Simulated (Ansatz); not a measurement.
Geometry optimisation, RKS r2SCAN-D4/def2-SVP in Ansatz 0.2.0.

input.yaml

```yaml
crystal:
  periodic: [false, false, false]
  atoms:
    - { symbol: Ge, position_ang: [0.366892, -0.269916, -0.25828] }
    - { symbol: O, position_ang: [-0.503875, -0.255246, 2.580027] }
    - { symbol: H, position_ang: [-1.14929, -0.739183, 2.034982] }
    - { symbol: H, position_ang: [0.865029, -0.675451, -1.660733] }
    - { symbol: H, position_ang: [0.082001, 1.225804, -0.167706] }
    - { symbol: O, position_ang: [-1.181679, -1.132238, 0.053627] }
    - { symbol: H, position_ang: [-1.266904, -1.925672, -0.493223] }
    - { symbol: H, position_ang: [1.385705, -0.73205, 0.81051] }
    - { symbol: H, position_ang: [0.324421, -0.734249, 2.348896] }
basis:
  gaussian: { orbitals: def2-SVP }
hamiltonian:
  xc: r2scan
  dispersion: d4
relax:
  f_tol: 0.03
  max_steps: 50
```

Launched with:

```bash
$ ansatz run input.yaml --threads 2 --pin off --max-ram 3072MiB --backend cpu --events-out ev --progress --plain --runs-dir out
```

Q: Where does it end, and by what steps?

A: The forces met the threshold. After 19 steps the energy has fallen by 0.143 eV; H9 moved furthest, 0.68 Å.

```
step  energy less start (eV)  largest force component (eV/Å)  accepted
   0                  0.0000                           0.764       yes
   1                 -0.0562                           0.890       yes
   2                 -0.0458                           1.370        no
   3                 -0.0901                           0.458       yes
   4                 -0.1135                           0.231       yes
   5                 -0.1284                           0.080       yes
   6                 -0.1298                           0.137       yes
   7                 -0.1304                           0.191       yes
   8                 -0.1229                           0.654        no
   9                 -0.1341                           0.049       yes
  10                 -0.1333                           0.153        no
  11                 -0.1359                           0.030       yes
  12                 -0.1373                           0.255       yes
  13                 -0.1404                           0.066       yes
  14                 -0.1330                           0.411        no
  15                 -0.1414                           0.033       yes
  16                 -0.1417                           0.207       yes
  17                 -0.1422                           0.085       yes
  18                 -0.1406                           0.209        no
  19                 -0.1428                           0.020       yes
```

```xyz
9
Properties=species:S:1:pos:R:3
Ge 0.454 -0.320 -0.307
O -0.569 -0.145 2.511
H -1.061 -0.702 1.878
H 0.730 -0.620 -1.797
H 0.024 1.139 -0.136
O -0.873 -1.449 0.180
H -1.460 -1.657 -0.559
H 1.671 -0.694 0.536
H 0.007 -0.789 2.943
```

Whether the end is a true minimum wasn't checked by a vibrational analysis.

The run took 48 s on 2 threads of Arm Neoverse V1 (shared host), peak memory 0.14 GiB.
